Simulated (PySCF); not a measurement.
# Radial density of V (vanadium, neutral)

UHF, [Ar] 3d4 4s1, high-spin 6D determinant (an excited configuration). Computed with PySCF 2.14 in dyall-av2z, with the non-relativistic Hamiltonian (point nucleus).

```csv
r (bohr),4πr²ρ (e/bohr),4πr²(ρα − ρβ)
0.00129,0.1606,0.0000
0.00217,0.4368,0.0001
0.00365,1.154,0.0002
0.00613,2.914,0.0004
0.0103,6.802,0.0009
0.0173,13.96,0.0018
0.0292,23.10,0.0021
0.0491,27.26,-0.0013
0.0826,22.06,-0.0118
0.139,23.20,-0.0036
0.234,29.35,0.1620
0.393,13.96,0.8294
0.661,10.40,2.0734
1.11,9.442,2.3720
1.87,2.341,1.3663
3.14,0.5877,0.5748
5.29,0.1430,0.1430
8.90,0.006419,0.0064
```

Question: Where is the radial spin density 4πr²(ρα − ρβ) most negative, and why is it negative at all?

Answer: Around r = 0.0826 bohr, down to -0.0118 e/bohr: exchange with the open shell polarises the paired shells in an unrestricted calculation.
